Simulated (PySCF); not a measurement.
B3H7N3, SMILES [NH2+]1BNBNB1, charge +1.

The structure is a stationary point at B3LYP-D3(BJ)/def2-SVP. The isomer is the one that the SMILES or the coordinates give; other isomers of the formula were not compared.

The numbers are results of PBE/def2-TZVP (PySCF), not measurements.

Gas-phase values at a fixed geometry.

Computed frontier levels, gap, dipole moment and polarisability:
The highest occupied level is -12.55 eV and the lowest empty level is -7.11 eV. The orbital gap comes out as 5.43 eV and the dipole moment about the centre of nuclear charge is 2.58 D. The mean static polarisability is 56.0 bohr³ (8.30 Å³) and the polarisability, principal values comes out as 38.9, 61.8, 67.3 bohr³.
